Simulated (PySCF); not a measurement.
Isomers of C5H6F4O.

All values: PBE0/pcSseg-1 (PySCF) at GFN2-xTB geometries, gas phase, one conformer each.

(1) Rank by the highest Hirshfeld charge on any atom, lowest value first.
A. `[CH3:1][C@H:2]([CH2:3][C:4](=[O:5])[F:6])[C:7]([F:8])([F:9])[F:10]` with C1–C2–C3–C4 65°, C2–C3–C4–O5 -129°
B. `[F:1][C@@H:2]1[CH2:3][CH2:4][O:5][C@H:6]1[C:7]([F:8])([F:9])[F:10]` with F1–C2–C3–C4 -134°, C2–C3–C4–O5 31°, C3–C4–O5–C6 -35°, C4–O5–C6–C7 -97°
C. `[CH3:1]/[C:2](=[CH:3]/[CH2:4][F:5])[O:6][C:7]([F:8])([F:9])[F:10]` with C2–C3–C4–F5 -164°, C1–C2–O6–C7 -36°
D. `[CH2:1]=[CH:2][C@@H:3]([O:4][CH:5]([F:6])[F:7])[CH:8]([F:9])[F:10]` with C1–C2–C3–O4 130°, C2–C3–O4–C5 -71°, C3–O4–C5–F6 82°, C2–C3–C8–F9 166°

(2) Rank by HOMO–LUMO gap, lowest first.
A. `[CH3:1][O:2]/[C:3]([F:4])=[CH:5]/[CH2:6][C:7]([F:8])([F:9])[F:10]` with C1–O2–C3–F4 -1°, C3–C5–C6–C7 116°
B. `[CH2:1]=[CH:2][C@@H:3]([O:4][CH:5]([F:6])[F:7])[CH:8]([F:9])[F:10]` with C1–C2–C3–O4 130°, C2–C3–O4–C5 -71°, C3–O4–C5–F6 82°, C2–C3–C8–F9 166°
C. `[F:1][C@@H:2]1[O:3][CH2:4][C@H:5]1[CH2:6][C:7]([F:8])([F:9])[F:10]` with C4–C5–C6–C7 -79°
D. `[CH3:1][C@H:2]([CH2:3][C:4](=[O:5])[F:6])[C:7]([F:8])([F:9])[F:10]` with C1–C2–C3–C4 65°, C2–C3–C4–O5 -129°
E. `[F:1][C@@H:2]1[CH2:3][CH2:4][O:5][C@H:6]1[C:7]([F:8])([F:9])[F:10]` with F1–C2–C3–C4 -134°, C2–C3–C4–O5 31°, C3–C4–O5–C6 -35°, C4–O5–C6–C7 -97°

(3) Rank by HOMO energy, lowest first.
A. `[F:1][C@@H:2]1[CH2:3][CH2:4][O:5][C@H:6]1[C:7]([F:8])([F:9])[F:10]` with F1–C2–C3–C4 -134°, C2–C3–C4–O5 31°, C3–C4–O5–C6 -35°, C4–O5–C6–C7 -97°
B. `[CH2:1]=[CH:2][C@@H:3]([O:4][CH:5]([F:6])[F:7])[CH:8]([F:9])[F:10]` with C1–C2–C3–O4 130°, C2–C3–O4–C5 -71°, C3–O4–C5–F6 82°, C2–C3–C8–F9 166°
C. `[CH3:1]/[C:2](=[CH:3]/[CH2:4][F:5])[O:6][C:7]([F:8])([F:9])[F:10]` with C2–C3–C4–F5 -164°, C1–C2–O6–C7 -36°
D. `[CH3:1][O:2]/[C:3]([F:4])=[CH:5]/[CH2:6][C:7]([F:8])([F:9])[F:10]` with C1–O2–C3–F4 -1°, C3–C5–C6–C7 116°
E. `[CH3:1][C@H:2]([CH2:3][C:4](=[O:5])[F:6])[C:7]([F:8])([F:9])[F:10]` with C1–C2–C3–C4 65°, C2–C3–C4–O5 -129°

## Answers

(1) D (+0.203 e), B (+0.251 e), A (+0.265 e), C (+0.317 e).

(2) A (7.52 eV), B (7.85 eV), D (8.52 eV), E (9.35 eV), C (9.67 eV).

(3) E (-9.28 eV), B (-8.41 eV), A (-8.19 eV), C (-7.65 eV), D (-6.81 eV).

All values together:

```csv
SMILES,μ (D),HOMO (eV),LUMO (eV),lowest IAO charge (e),highest IAO charge (e),lowest Hirshfeld charge (e),highest Hirshfeld charge (e)
C/C(=C/CF)OC(F)(F)F,1.98,-7.65,-0.19,-0.447 (C),+0.948 (C),-0.127 (C),+0.317 (C)
C=C[C@@H](OC(F)F)C(F)F,2.16,-8.41,-0.56,-0.370 (O),+0.613 (C),-0.134 (O),+0.203 (C)
C[C@H](CC(=O)F)C(F)(F)F,0.94,-9.28,-0.76,-0.429 (C),+0.805 (C),-0.218 (O),+0.265 (C)
F[C@@H]1CCO[C@H]1C(F)(F)F,2.50,-8.19,1.16,-0.388 (O),+0.790 (C),-0.146 (O),+0.251 (C)
CO/C(F)=C/CC(F)(F)F,3.64,-6.81,0.71,-0.320 (O),+0.810 (C),-0.125 (C),+0.258 (C)
C[C@@H](CC(F)(F)F)C(=O)F,3.74,-9.21,-0.64,-0.413 (C),+0.810 (C),-0.215 (O),+0.262 (C)
F[C@@H]1OC[C@H]1CC(F)(F)F,1.44,-8.43,1.24,-0.405 (O),+0.811 (C),-0.165 (O),+0.264 (C)
```

Conformers: `[CH3:1]/[C:2](=[CH:3]/[CH2:4][F:5])[O:6][C:7]([F:8])([F:9])[F:10]` with C2–C3–C4–F5 -164°, C1–C2–O6–C7 -36°; `[CH2:1]=[CH:2][C@@H:3]([O:4][CH:5]([F:6])[F:7])[CH:8]([F:9])[F:10]` with C1–C2–C3–O4 130°, C2–C3–O4–C5 -71°, C3–O4–C5–F6 82°, C2–C3–C8–F9 166°; `[CH3:1][C@H:2]([CH2:3][C:4](=[O:5])[F:6])[C:7]([F:8])([F:9])[F:10]` with C1–C2–C3–C4 65°, C2–C3–C4–O5 -129°; `[F:1][C@@H:2]1[CH2:3][CH2:4][O:5][C@H:6]1[C:7]([F:8])([F:9])[F:10]` with F1–C2–C3–C4 -134°, C2–C3–C4–O5 31°, C3–C4–O5–C6 -35°, C4–O5–C6–C7 -97°; `[CH3:1][O:2]/[C:3]([F:4])=[CH:5]/[CH2:6][C:7]([F:8])([F:9])[F:10]` with C1–O2–C3–F4 -1°, C3–C5–C6–C7 116°; `[CH3:1][C@@H:2]([CH2:3][C:4]([F:5])([F:6])[F:7])[C:8](=[O:9])[F:10]` with C1–C2–C3–C4 -159°, C1–C2–C8–O9 -98°; `[F:1][C@@H:2]1[O:3][CH2:4][C@H:5]1[CH2:6][C:7]([F:8])([F:9])[F:10]` with C4–C5–C6–C7 -79°.
